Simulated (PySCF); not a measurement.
## Shapes and spin states of [Pb2F]+

Method: PBE in PySCF with F def2-SVP, Pb def2-SVP with ECP60; scalar-relativistic core potentials, no spin–orbit coupling; density-fitted integrals.

Relaxations began from a few typed shapes and spin states; open shells are unrestricted. The search is not exhaustive: other isomers or separated fragments can lie lower, and high-lying points may rest on an excited occupation.

| spin | group | bonds | angles | imaginary modes (cm⁻¹) | ΔE (kJ/mol) | ΔE with ZPE (kJ/mol) |
| --- | --- | --- | --- | --- | --- | --- |
| broken-symmetry Ms = 0 (⟨S²⟩ 0.39) | C2v | F–Pb 2.276 Å (×2), Pb–Pb 3.148 Å | F–Pb–Pb 46.3° (×2), Pb–F–Pb 87.5° | none | 0.0 | 0.0 |
| singlet (closed shell, unstable to spin polarisation) | C2v | F–Pb 2.278 Å (×2), Pb–Pb 3.151 Å | F–Pb–Pb 46.2° (×2), Pb–F–Pb 87.5° | none | 2.3 | 2.4 |
| triplet | C2v | F–Pb 2.272 Å (×2), Pb–Pb 3.156 Å | F–Pb–Pb 46.0° (×2), Pb–F–Pb 88.0° | none | 12.4 | 12.2 |
| triplet | D∞h | F–Pb 2.250 Å (×2) | Pb–F–Pb 180.0° | none | 57.7 | 57.5 |

The lowest minimum found is the broken-symmetry Ms = 0 (⟨S²⟩ 0.39) C2v: F–Pb 2.276 Å (×2), Pb–Pb 3.148 Å; F–Pb–Pb 46.3° (×2), Pb–F–Pb 87.5°.

For the lowest minimum: the determinant is spin-contaminated (⟨S²⟩ = 0.39, pure value 0.00). The spin densities have lower symmetry than the nuclear frame. No spin–orbit coupling is included, which matters more the heavier the element.
